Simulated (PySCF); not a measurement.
The PySCF input:
```python
from pyscf import gto, scf, cc

mol = gto.Mole()
mol.atom = '''
    O    -1.093087   -0.883235   -0.086857
    B    -0.082373   -0.066011    0.006773
    O    -0.132182    1.299402    0.034956
    O     1.238337   -0.405668    0.110225
    H    -2.027063   -0.674409   -0.203885
    H     0.620307    1.875511    0.237997
    H     1.714082   -0.955043   -0.534566
'''
mol.basis = 'sto-3g'
mol.charge = 1
mol.spin = 1
mol.verbose = 4
mol.build()

mf = scf.UHF(mol)
mf.kernel()

mycc = cc.CCSD(mf)
mycc.kernel()
et = mycc.ccsd_t()
print('E(CCSD(T)) = %.10f' % (mycc.e_tot + et))
```

Question: What does this run give for the nuclear repulsion energy, SCF-reference <S^2>, SCF-reference Mulliken (on the basis functions themselves) charges in atom order, MP2 correlation energy, total energy, coupled-cluster correlation energy (without the perturbative part)?

Answer: 
The nuclear repulsion energy comes out as 117.2829 Eh and the SCF-reference <S^2> comes out as 0.764. The SCF-reference Mulliken (on the basis functions themselves) charges in atom order is O1 -0.36, B2 0.70, O3 -0.33, O4 -0.03, H5 0.33, H6 0.29, H7 0.41. The MP2 correlation energy is -0.1538 Eh, the total energy comes out as -247.693550 Ha and the coupled-cluster correlation energy (without the perturbative part) is -0.1941 Eh.

These values belong to the state on which the SCF converged, which isn't shown to be the lowest.
